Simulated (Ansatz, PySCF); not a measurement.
Species: PH4, charge 0, multiplicity 2. SMILES: [H][P@TB16]([H])([H])[H]
Coordinates optimised at B3LYP-D3(BJ)/def2-TZVP (Ansatz, a first-principles code):
```
P
H 1 1.4076
H 1 1.4076 2 99.86
H 1 1.5230 2 92.92 3 93.47
H 1 1.5230 2 92.92 4 173.06
```
Charge 0, spin multiplicity 2.

Property: atomisation energy (electronic, to ground-state atoms); the coupled-cluster value holds the core correlation from cc-pwCVTZ, in kcal/mol. Valence correlation only, unless marked. Open shells are spin-unrestricted. No spin-orbit coupling. No relativistic terms. CBS(X,Y): correlation extrapolated as X^-3; Hartree-Fock from the larger set.

Level to compare with: CCSD(T)/CBS(def2-TZVPPD,def2-QZVPPD) plus the core term (Ansatz), 250.8 kcal/mol. It is a level with limits of its own, and the differences hold the functionals' basis error too.

Task: Rank these functionals by how close they come to CCSD(T)/CBS(def2-TZVPPD,def2-QZVPPD), closest first: PW6B95/def2-TZVPD (PySCF); SVWN5/def2-TZVPD (Ansatz); BP86/def2-TZVPD (PySCF).

Result: PW6B95/def2-TZVPD (hybrid meta-GGA, 253.3 kcal/mol, difference 2.5), BP86/def2-TZVPD (GGA, 264.0 kcal/mol, difference 13.2), SVWN5/def2-TZVPD (LDA, 288.3 kcal/mol, difference 37.5)
